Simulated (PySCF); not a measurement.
BrCl.
SMILES: `ClBr`

Computed, not measured: PySCF, B3LYP/def2-TZVP geometry optimisation, gas phase.

Take the most abundant isotopes and a rigid rotor. 

(1) What are the moment of inertia and the rotational constant?

(2) List the first levels of a rigid rotor in a Σ state.

(3) Where do the first rotational lines fall?

(4) Estimate the classical rotational partition function at 100 K, 200 K and 298.15 K.

## Answers

(1) I = 113.678 u·Å², B = 505379 MHz·u·Å²/I = 4446 MHz (0.1483 cm⁻¹, or 0.213 K as hB/k). For two atoms I = μr² with μ = 24.2317 u and r = 2.1659 Å.

(2) E(J) = BJ(J+1): J = 1: 0.297, J = 2: 0.890, J = 3: 1.780, J = 4: 2.966, J = 5: 4.449, J = 6: 6.228 cm⁻¹.

(3) The dipole is 0.48 D; J+1 ← J lies at 2B(J+1): 1 ← 0 at 8.89 GHz, 2 ← 1 at 17.78 GHz, 3 ← 2 at 26.67 GHz, 4 ← 3 at 35.57 GHz, 5 ← 4 at 44.46 GHz, 6 ← 5 at 53.35 GHz.

(4) Point group C∞v, symmetry number σ = 1; q = kT/(σhB), k/h = 20836.6 MHz/K: 469 at 100 K, 937 at 200 K, 1400 at 298.15 K.

Not checked by B3LYP/def2-TZVP frequencies. Constants of a rigid frame at the computed geometry: no zero-point averaging, no centrifugal distortion.
